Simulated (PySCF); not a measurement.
One of the candidates below gave these computed data.

All candidates are C2H12OSi4.

- 1H NMR: chemical shifts (computed TMS as zero) by class: 9.80 (1 H), 4.13 (2 H), 3.76 (2 H), 3.67 (2 H), 3.57 (3 H), 2.43 (2 H) ppm [GIAO PBE0/pcSseg-1]
- Rotational structure: rotational constants A, B, C: 1.632, 0.873, 0.646 GHz [GFN2-xTB]
- Dipole: 3.10 D [PBE0/pcSseg-1]
- 13C NMR: chemical shifts (computed TMS as zero) by class: 212.1 (1 C), 34.6 (1 C) ppm [GIAO PBE0/pcSseg-1]
- NMR, other nuclei: isotropic shieldings of nuclei other than C and H, by class: -290 (1 O), 411 (1 Si), 459 (1 Si), 466 (1 Si), 472 (1 Si) ppm [GIAO PBE0/pcSseg-1]

Gas-phase values; electronic properties from PySCF, density fitting. Levels stand in brackets. Isolated species at its GFN2-xTB geometry (one conformer only). NMR values are class means; diastereotopic atoms form classes of their own.

Problem. Which candidate is it?
A. `COC[SiH]1[SiH2][SiH2][SiH2]1`
B. `O=C[SiH2]C[SiH2][SiH2][SiH3]`
C. `C[SiH2][Si@@H]([SiH3])[SiH2]C=O`
D. `C[Si]([SiH3])([SiH3])[SiH2]C=O`
E. `O=CC[SiH2][SiH2][SiH2][SiH3]`

Solution. E. It is `O=CC[SiH2][SiH2][SiH2][SiH3]`. Numbering: `[O:1]=[CH:2][CH2:3][SiH2:4][SiH2:5][SiH2:6][SiH3:7]`. Its formula, C2H12OSi4, gives 1 degree of unsaturation: 0 rings and 1 π bond in the structure found. 2 carbons fall into 2 classes; from least to most shielded: aldehyde carbon [C2] (212.1 ppm), sp3 carbon bound to silicon [C3] (34.6 ppm). Hydrogen classes from least to most shielded: 1 H on an aldehyde carbon, C2 (9.80 ppm), 2 H on an SiH2 silicon, Si4 (4.13 ppm), 2 H on an SiH2 silicon, Si6 (3.76 ppm), 2 H on an SiH2 silicon, Si5 (3.67 ppm), 3 H on an SiH3 silicon, Si7 (3.57 ppm, a mean of values up to 0.7 ppm apart in this geometry), 2 H on an sp3 carbon bound to silicon, C3 (2.43 ppm). The other shieldings belong to: -290 ppm, aldehyde oxygen [O1]; 411 ppm, SiH2 silicon [Si4]; 459 ppm, SiH3 silicon [Si7]; 466 ppm, SiH2 silicon [Si6]; 472 ppm, SiH2 silicon [Si5]. The optimised geometry has point group C1 and is an asymmetric top.

The others, at the same levels:
- `COC[SiH]1[SiH2][SiH2][SiH2]1` fails: its computed 13C shifts are 67.8 (1 C), 64.9 (1 C) ppm, 1H shifts are 4.75 (1 H), 4.22 (2 H), 4.16 (2 H), 4.06 (1 H), 4.02 (1 H), 3.56 (2 H), 3.54 (3 H) ppm and rotational constant A is 1.377 GHz (against 1.632 GHz).
- `O=C[SiH2]C[SiH2][SiH2][SiH3]` fails: its computed 13C shifts are 257.7 (1 C), -18.3 (1 C) ppm, 1H shifts are 12.23 (1 H), 4.45 (2 H), 4.19 (2 H), 3.81 (2 H), 3.27 (3 H), -0.08 (2 H) ppm and rotational constant A is 1.415 GHz (against 1.632 GHz).
- `C[Si]([SiH3])([SiH3])[SiH2]C=O` fails: its computed 13C shifts are 253.8 (1 C), -6.8 (1 C) ppm, 1H shifts are 12.43 (1 H), 4.40 (2 H), 3.74 (6 H), 0.27 (3 H) ppm and rotational constant A is 1.196 GHz (against 1.632 GHz).
- `C[SiH2][Si@@H]([SiH3])[SiH2]C=O` fails: its computed 13C shifts are 256.7 (1 C), -8.5 (1 C) ppm, 1H shifts are 12.55 (1 H), 4.63 (1 H), 4.48 (1 H), 4.21 (1 H), 4.04 (1 H), 3.65 (3 H), 2.97 (1 H), 0.21 (3 H) ppm and rotational constant A is 1.160 GHz (against 1.632 GHz).

Each candidate is one conformer, not necessarily the lowest. Dipoles, sizes and rotational constants follow the conformer. The torsions of the flexible species, by atom-mapped SMILES:
- `[O:1]=[CH:2][CH2:3][SiH2:4][SiH2:5][SiH2:6][SiH3:7]`: O1–C2–C3–Si4 64°, C2–C3–Si4–Si5 -56°, C3–Si4–Si5–Si6 83°, Si4–Si5–Si6–Si7 -39°
- `[CH3:1][O:2][CH2:3][SiH:4]1[SiH2:5][SiH2:6][SiH2:7]1`: C1–O2–C3–Si4 180°, O2–C3–Si4–Si5 -46°
- `[O:1]=[CH:2][SiH2:3][CH2:4][SiH2:5][SiH2:6][SiH3:7]`: O1–C2–Si3–C4 0°, C2–Si3–C4–Si5 18°, Si3–C4–Si5–Si6 -79°, C4–Si5–Si6–Si7 5°
- `[CH3:1][Si:2]([SiH3:3])([SiH3:4])[SiH2:5][CH:6]=[O:7]`: C1–Si2–Si5–C6 150°, Si2–Si5–C6–O7 -11°
- `[CH3:1][SiH2:2][Si@@H:3]([SiH3:4])[SiH2:5][CH:6]=[O:7]`: C1–Si2–Si3–Si4 -48°, Si2–Si3–Si5–C6 -82°, Si3–Si5–C6–O7 0°
